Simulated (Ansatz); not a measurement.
FGe$_{2}$H$_{5}$, SMILES `[F][GeH2][GeH3]`, relaxed with RKS PBE0-D4/def2-TZVP in Ansatz from a PBE-D4/def2-SVP geometry. The force threshold is 0.005 eV/Å; the program also tests the step.

Charge 0, multiplicity 1.

Start:

```xyz
8

F    -0.918    0.535    2.114
Ge    0.296   -0.289    1.124
Ge   -0.224    0.241   -1.197
H     1.674    0.258    1.593
H     0.166   -1.802    1.460
H    -1.640   -0.276   -1.553
H     0.813   -0.440   -2.129
H    -0.168    1.774   -1.414
```

(1) By how much does the energy fall, and how many steps does the optimiser take? (An estimate is asked.)

(2) Which bonds change most? (Estimate.)

(3) Give the relaxed structure. (Best estimate.)

Results:

(1) Ansatz gave: 1.68 kJ/mol, in 4 steps.

(2) Computed: F1–Ge2 from 1.770 to 1.750 Å; Ge2–H4 from 1.555 to 1.539 Å; Ge2–H5 from 1.555 to 1.539 Å; Ge3–H7 from 1.552 to 1.537 Å.

(3) Computed: 
```xyz
8

F    -0.902    0.524    2.093
Ge    0.297   -0.289    1.112
Ge   -0.226    0.242   -1.195
H     1.655    0.256    1.589
H     0.164   -1.783    1.457
H    -1.628   -0.274   -1.541
H     0.805   -0.437   -2.111
H    -0.165    1.761   -1.403
```
